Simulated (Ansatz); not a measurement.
Computed with Ansatz on PBE0-D4/def2-TZVP structures; ΔE is electronic, products minus reactants. CBS: MP2 limit from def2 TZ/QZ plus the TZ coupled-cluster correction, frozen cores. This one scheme is used for every species. DFT in def2-TZVPP. B3LYP here is the variant with VWN-RPA as its local correlation; programs differ in this. One conformer a species, not always the lowest.

Reaction (silylene formation by 1,1-elimination): `N[Si](O)([SiH3])Cl` → `N[Si]Cl` + `O[SiH3]`

| level | ΔE (kcal/mol) |
| --- | --- |
| B3LYP-D4 | 32.5 |
| r2SCAN0 | 38.0 |
| CCSD/def2-SVP | 29.3 |
| HF/def2-QZVPP | 29.1 |

**Question.** What does CCSD(T)/CBS give? (An estimate is asked.)

**Answer.** Computed: +34.1 kcal/mol. The listed levels differ from it by -1.6, 3.9, -4.8, -5.0 kcal/mol.

Largest T1 diagnostic among the species: 0.013.

Leaving LDA and LC-ωPBE aside and taking each functional with its dispersion term where it has one, the values, not all of them listed here, spread over 9.5 kcal/mol, from BLYP-D4 to r2SCAN0-D4. LDA lies +8.2 kcal/mol from PBE without D4. From PBE to PBE0 (25 % exact exchange), in def2-TZVPP and without D4, ΔE moves by +3.0 kcal/mol.

CCSD(T)/CBS has its own doubt, a few kJ/mol and more with outer-core shells, so smaller differences from it don't rank the levels.
